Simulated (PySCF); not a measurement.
All values below come from PySCF with TPSSh-D3(BJ)/def2-TZVP // B3LYP-D3(BJ)/def2-TZVP. Isolated molecules, 0 K electronic values unless said otherwise. 

Reference species (SMILES): `[NH2][AlH2]` (neutral, multiplicity 1).

```
Quantity        Value
-------------  ------
dipole moment  1.31 D
```

Changed species: `[NH2][AlH][NH2]` (whole molecule; the reference has whole molecule).

Problem. What does the change do to the dipole moment?

Solution. the dipole moment falls by 0.06 D, to 1.25 D.
